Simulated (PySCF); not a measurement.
A side-by-side comparison of computed properties.

First species: C5H11OP.
InChI=1S/C5H11OP/c6-4-7-5-2-1-3-5/h5-7H,1-4H2

Second species: C5H7FO.
SMILES: `C=C[C@H](C)C(=O)F`

Levels: CAM-B3LYP/def2-SVPD for dipole moment, HOMO energy, LUMO energy, HOMO–LUMO gap, static isotropic polarisability and electronic spatial extent ⟨r²⟩ about the centre of nuclear charge; TDDFT CAM-B3LYP/def2-SVPD for lowest singlet excitation; TDA CAM-B3LYP/def2-SVPD for lowest triplet excitation (Tamm–Dancoff); GFN2-xTB for rotational constant A and rotational constant C. Geometries: GFN2-xTB. Each structure is a single optimised conformer of the isolated species, non-relativistic unless stated. Electronic properties by PySCF.

Dipoles, sizes and rotational constants follow the conformer. The torsions of the flexible species, by atom-mapped SMILES:
- `[OH:1][CH2:2][PH:3][CH:4]1[CH2:5][CH2:6][CH2:7]1`: O1–C2–P3–C4 -168°, C2–P3–C4–C5 60°, H–O1–C2–P3 -61°
- `[CH2:1]=[CH:2][C@H:3]([CH3:4])[C:5](=[O:6])[F:7]`: C1–C2–C3–C4 -124°, C2–C3–C5–O6 -115°

Values for the first species:

```
Dipole moment                                                     : 1.87 D
HOMO energy                                                       : -8.17 eV
LUMO energy                                                       : 1.07 eV
HOMO–LUMO gap                                                     : 9.24 eV
Lowest singlet excitation                                         : 6.17 eV
Lowest triplet excitation (Tamm–Dancoff)                          : 5.17 eV
Static isotropic polarisability                                   : 88.4 au
Electronic spatial extent ⟨r²⟩ about the centre of nuclear charge : 1224 bohr²
Rotational constant A                                             : 5.498 GHz
Rotational constant C                                             : 0.970 GHz
```

Problem. Estimate the same properties for the second species, and the change in each.

Solution. 
```csv
property,first,second,second less first
dipole moment,1.87 D,3.26 D,+1.39 D
HOMO energy,-8.17 eV,-9.45 eV,-1.28 eV
LUMO energy,1.07 eV,0.27 eV,-0.80 eV
HOMO–LUMO gap,9.24 eV,9.72 eV,+0.48 eV
lowest singlet excitation,6.17 eV,5.88 eV,-0.29 eV
lowest triplet excitation (Tamm–Dancoff),5.17 eV,4.45 eV,-0.72 eV
static isotropic polarisability,88.4 au,63.6 au,-24.8 au
electronic spatial extent ⟨r²⟩ about the centre of nuclear charge,1224 bohr²,786 bohr²,-438 bohr²
rotational constant A,5.498 GHz,3.625 GHz,-1.873 GHz
rotational constant C,0.970 GHz,1.710 GHz,+0.740 GHz
```

On the first: S1 lies 3.07 eV below the HOMO–LUMO gap; its leading configuration is HOMO→LUMO, weight 0.82. No computed singlet falls in the visible range (750 to 380 nm, 1.65 to 3.26 eV); S1 lies 2.91 eV above its blue end.

On the second: The 8 singlets span 5.88 to 8.62 eV, and their oscillator strengths add up to 0.53. The dipole matches unit charges of opposite sign 0.68 Å apart (1 e·Å = 4.8032 D).
